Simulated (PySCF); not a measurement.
Si(F)2(NH2)2 (F₂H₄N₂Si), SMILES N[Si](F)(N)F.

Geometry optimised at PBE0-D3(BJ)/def2-SVP. Other conformers were not sampled.

Computed with TDA-LC-ωPBE/def2-SVPD in PySCF.

Vertical excitations. The molecule is in vacuum. State labels are in the subgroup C2.

| state | symmetry | energy (eV) | λ (nm) | f | main pairs |
|---|---|---|---|---|---|
| S1 | A | 7.79 | 159 | 0.043 | HOMO→LUMO 73 %, HOMO−1→LUMO+1 20 % |
| S2 | B | 7.84 | 158 | 0.084 | HOMO−1→LUMO 71 %, HOMO→LUMO+1 22 % |
| S3 | B | 9.32 | 133 | 0.000 | HOMO−1→LUMO+3 40 %, HOMO→LUMO+5 23 %, HOMO→LUMO+4 10 %, HOMO→LUMO+6 9 % |
| S4 | A | 9.34 | 133 | 0.000 | HOMO→LUMO+3 45 %, HOMO−1→LUMO+5 20 %, HOMO−1→LUMO+4 10 %, HOMO−1→LUMO+6 7 % |
| S5 | B | 9.70 | 128 | 0.003 | HOMO→LUMO+1 55 %, HOMO−1→LUMO 21 % |
| S6 | A | 9.75 | 127 | 0.005 | HOMO−1→LUMO+1 58 %, HOMO→LUMO 19 % |
| S7 | B | 10.04 | 124 | 0.012 | HOMO−1→LUMO+2 30 %, HOMO→LUMO+4 25 %, HOMO→LUMO+6 15 %, HOMO−1→LUMO+7 6 % |
| S8 | A | 10.06 | 123 | 0.004 | HOMO→LUMO+2 34 %, HOMO−1→LUMO+4 23 %, HOMO−1→LUMO+6 14 %, HOMO→LUMO+7 7 % |
| S9 | A | 10.64 | 116 | 0.029 | HOMO→LUMO+2 29 %, HOMO−1→LUMO+6 25 %, HOMO−1→LUMO+4 11 %, HOMO−1→LUMO+5 10 % |
| S10 | B | 10.74 | 115 | 0.207 | HOMO−1→LUMO+2 30 %, HOMO→LUMO+6 22 %, HOMO→LUMO+4 9 %, HOMO→LUMO+5 8 % |
| T1 | A | 7.29 | 170 | 0 | HOMO→LUMO 66 %, HOMO−1→LUMO+1 22 % |
| T2 | B | 7.31 | 170 | 0 | HOMO−1→LUMO 65 %, HOMO→LUMO+1 24 % |
| T3 | A | 8.98 | 138 | 0 | HOMO→LUMO+3 39 %, HOMO−1→LUMO+5 26 %, HOMO−1→LUMO+6 11 %, HOMO−1→LUMO+4 6 % |
| T4 | B | 9.00 | 138 | 0 | HOMO−1→LUMO+3 38 %, HOMO→LUMO+5 26 %, HOMO→LUMO+6 11 %, HOMO→LUMO+4 8 % |
Triplets are in the Tamm–Dancoff approximation.
Roots above 10.5 eV, the ΔSCF ionisation energy, lie in the ionisation continuum and depend on the basis.
